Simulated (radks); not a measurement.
B IV, 2 electrons, occupied as [He]. Calculated with a radial shooting solver on a logarithmic mesh with Libxc functionals: Dirac Kohn-Sham, PW91, spin-unpolarised, spherical densities, finite nucleus; Fermi nuclear charge, rms radius 2.406 fm.

Normalised radial functions P(r) = r R(r) (large component), r in bohr:

| r | 1s1/2 |
|---|---|
| 0.02018 | 0.3833 |
| 0.02545 | 0.4708 |
| 0.03209 | 0.5742 |
| 0.04015 | 0.6899 |
| 0.05063 | 0.8256 |
| 0.06386 | 0.9747 |
| 0.08053 | 1.1316 |
| 0.1016 | 1.2865 |
| 0.1281 | 1.4247 |
| 0.1615 | 1.5273 |
| 0.2037 | 1.5728 |
| 0.2569 | 1.5409 |
| 0.324 | 1.4195 |
| 0.4053 | 1.2199 |
| 0.5111 | 0.9503 |
| 0.6446 | 0.6587 |
| 0.8129 | 0.3954 |
| 1.025 | 0.1983 |
| 1.293 | 0.0782 |

1s1/2: eigenvalue -231.71 eV, 0 radial nodes, <r> = 0.326 bohr, 90 % of the charge inside 0.586 bohr.
